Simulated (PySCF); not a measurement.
C8H14FN.
Numbering: `[CH3:1][CH:2]([CH3:3])[C:4]1=[C:5]([F:6])[N:7]([CH3:8])[CH2:9][CH2:10]1`

Geometry (GFN2-xTB, Å), atoms numbered from 1 in this order:
```xyz
24
C8H14FN angstrom
C     -2.2915    1.2530    0.4030
C     -1.6769   -0.1486    0.4582
C     -2.5014   -1.1250   -0.3846
C     -0.2485   -0.1263    0.0105
C      0.8318   -0.4442    0.7216
F      0.8655   -0.8179    2.0105
N      2.0314   -0.4461    0.0244
C      3.2637   -0.1123    0.6930
C      1.7524    0.2185   -1.2438
C      0.2196    0.1874   -1.3923
H     -1.7126    1.9468    1.0082
H     -3.3101    1.2304    0.7835
H     -2.3160    1.6205   -0.6203
H     -1.6881   -0.4907    1.4989
H     -2.5396   -0.7960   -1.4205
H     -2.0634   -2.1199   -0.3510
H     -3.5189   -1.1822   -0.0046
H      4.0990   -0.4520    0.0801
H      3.3676    0.9690    0.8630
H      3.2981   -0.6253    1.6523
H      2.1233    1.2540   -1.2159
H      2.2661   -0.3056   -2.0528
H     -0.1748    1.1336   -1.7639
H     -0.0885   -0.6012   -2.0830
```

NICS = −σ at a ghost point: NICS(0) at the centroid of the ring atoms, NICS(1) 1 Å to either side along the normal of their mean plane, zz for the tensor component along that normal. Level: GIAO PBE0/pcSseg-1 (PySCF, non-relativistic, gas phase) on the GFN2-xTB geometry, one conformer.

Ring bond lengths (Å), with Mayer bond orders in brackets: C4–C5 1.332 (1.72), C5–N7 1.388 (1.01), N7–C9 1.459 (0.93), C9–C10 1.540 (1.04), C10–C4 1.512 (1.03).

Task: What do the NICS probes read (ppm)?

Result: 
```
           ring                                                     type  NICS(0)  NICS(1), two faces  NICS(1)zz, two faces  rms pucker (Å)  centre to ring atoms, mean (Å)
C4–C5–N7–C9–C10  5-membered ring with N; formal bonds 1 double, 4 single     -6.8         -3.3 / -2.0            0.1 / -0.2            0.08                            1.23
```

Task: What do they say, and how far can they be read as aromaticity?

Result: 
- C4–C5–N7–C9–C10: mean NICS(1)zz 0.0 ppm, near zero. C9, C10 have four or more neighbours, and the NICS criterion for π rings isn't applied.

Task: How shielded are the nuclei of the rings and their hydrogens (means over atoms taken as equivalent)?

Result: 
```
   atoms                      environment  σ isotropic (ppm)
      C4  fully substituted alkene carbon               92.3
      C5               vinylic C–F carbon               23.0
      N7                 enamine nitrogen              188.8
      C9     sp3 carbon bound to nitrogen              134.0
     C10                   allylic carbon              161.7
H21 (×2)               methylene hydrogen              28.64
H23 (×2)               methylene hydrogen              29.21
```
